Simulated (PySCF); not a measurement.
All numbers come from PBE0 in PySCF with Ti def2-TZVP, F def2-TZVP; no relativity; density-fitted integrals. Open shells, if any, are unrestricted.

Task: What shape and geometry does isolated singlet TiF₃⁺ take (every ligand bound to Ti)?

Result: Formally Ti is in oxidation state +4, d0. A d0 centre has no lone pair, yet it is C3v rather than trigonal planar: covalent bonding through the d orbitals favours lower symmetry. The polar-tensor charge on Ti, 2.69, is below the formal one. The lowest minimum found is a singlet of C3v symmetry with Ti–F 1.687 Å (×3); F–Ti–F 112.6° (×3). Its harmonic wavenumbers are 165 (a1), 220 (e), 832 (a1), 914 (e) cm⁻¹ and its dipole moment is 3.63 D about the centre of mass.

Only a few start shapes were tried, so a lower isomer may exist.
